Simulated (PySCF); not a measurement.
C3H8O2Si, SMILES C[C@H]1OC[Si@@H]1O.

Geometry: B3LYP-D3(BJ)/def2-SVP. The structure was generated by enumeration; whether it is a known compound was not checked. One conformer was computed; it need not be the lowest.

Calculation: TDDFT-PBE/def2-SVPD (PySCF 2.14.0).

Vertical excitations. Isolated molecule, no solvent.

Computed excitation energies, oscillator strengths and character:
| state | energy (eV) | λ (nm) | f | main pairs |
|---|---|---|---|---|
| S1 | 4.91 | 253 | 0.004 | HOMO→LUMO 99 % |
| S2 | 5.66 | 219 | 0.007 | HOMO→LUMO+1 98 % |
| S3 | 5.86 | 212 | 0.008 | HOMO→LUMO+2 96 % |
| S4 | 5.90 | 210 | 0.005 | HOMO−1→LUMO 99 % |
| S5 | 6.16 | 201 | 0.024 | HOMO−2→LUMO 96 % |
| S6 | 6.28 | 197 | 0.011 | HOMO→LUMO+3 91 % |
| S7 | 6.50 | 191 | 0.025 | HOMO→LUMO+4 90 % |
| S8 | 6.78 | 183 | 0.004 | HOMO−1→LUMO+1 56 %, HOMO−1→LUMO+2 39 % |
| S9 | 6.87 | 180 | 0.014 | HOMO−2→LUMO+1 38 %, HOMO−1→LUMO+2 30 %, HOMO−1→LUMO+1 22 % |
| S10 | 6.93 | 179 | 0.028 | HOMO−2→LUMO+1 58 %, HOMO−1→LUMO+2 28 %, HOMO−1→LUMO+1 10 % |
| T1 | 4.79 | 259 | 0 | HOMO→LUMO 99 % |
| T2 | 5.53 | 224 | 0 | HOMO→LUMO+1 97 % |
| T3 | 5.65 | 220 | 0 | HOMO→LUMO+2 97 % |
| T4 | 5.74 | 216 | 0 | HOMO−1→LUMO 98 % |
Triplets are in the Tamm–Dancoff approximation, which puts them higher than full response would, so one can lie above its singlet here.
